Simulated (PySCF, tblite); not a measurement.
Potential energy surface of H₂N (anion, charge -1), singlet: symmetric bend, bond length relaxed. Scanned: H-N-H angle. Other coordinates (N-H bond length) were minimised at B3LYP/def2-TZVP. Each profile is relative to its own lowest point.

```
a / °      A      B      C
-----  -----  -----  -----
180    1.581  2.550  1.406
170    1.511  2.420  1.346
160    1.316  2.072  1.178
150    1.035  1.603  0.934
140    0.719  1.107  0.656
130    0.418  0.656  0.390
120    0.176  0.299  0.173
110    0.028  0.071  0.035
100    0.000  0.000  0.000
90     0.115  0.114  0.085
80     0.388  0.443  0.304
70     0.828  1.022  0.669
60     1.439  1.884  1.198
```

Energies in eV.

**Question.** Which curve belongs to which method? The methods are GFN2-xTB, 300 K electronic temperature (tblite 0.5.0); PySCF 2.14.0 with MP2 on RHF/aug-cc-pVDZ, 1 core orbital frozen; RHF/aug-cc-pVDZ (PySCF 2.14.0).

**Answer.** A is RHF; B is GFN2-xTB; C is MP2.
